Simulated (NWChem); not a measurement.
System: C₂H₂ClI; SMILES C=C(Cl)I

Computed with NWChem. All runs use the structure optimised with PBE0/def2-SVP. No frequency run checked for a minimum. def2 effective core potentials on I; no spin-orbit coupling. Ions are spin-unrestricted doublets at the neutral geometry; other ion states weren't tried.

Task: Estimate the computed values for PBE/def2-SVP. Quantities: vertical ionisation energy, ΔSCF (eV); −ε(HOMO) (eV).

Result: 
```yaml
vertical ionisation energy, ΔSCF (eV): 8.99
"−ε(HOMO) (eV)": 6.04
```
